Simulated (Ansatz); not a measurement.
A structure relaxed at PBE0-D4/def2-TZVP, charge 0, multiplicity 1:

Cartesian coordinates in Å:
```
C 0.8019 0.1005 -1.7304
Ge -0.5784 -0.3749 -0.4649
O 0.2622 -0.3872 1.1567
C -0.2089 0.2308 2.2172
S 0.4985 0.2300 3.6692
H 1.1730 1.1033 -1.5190
H 1.6269 -0.6080 -1.6540
H 0.4064 0.0742 -2.7471
H -1.1206 -1.7993 -0.6412
H -1.7129 0.6566 -0.3370
H -1.1481 0.7740 2.0505
```

**Question.** Give its formula and SMILES.

**Answer.** C2H6GeOS, `[CH3][GeH2][O]C=S`.

**Question.** Summarise the bond lengths by kind.

**Answer.** 1 × C–Ge 1.932 Å; 4 × C–H 1.090 to 1.098 Å; 1 × Ge–O 1.826 Å; 2 × Ge–H 1.534 to 1.539 Å; 1 × C–O 1.315 Å; 1 × C–S 1.615 Å.

Computed with Ansatz.
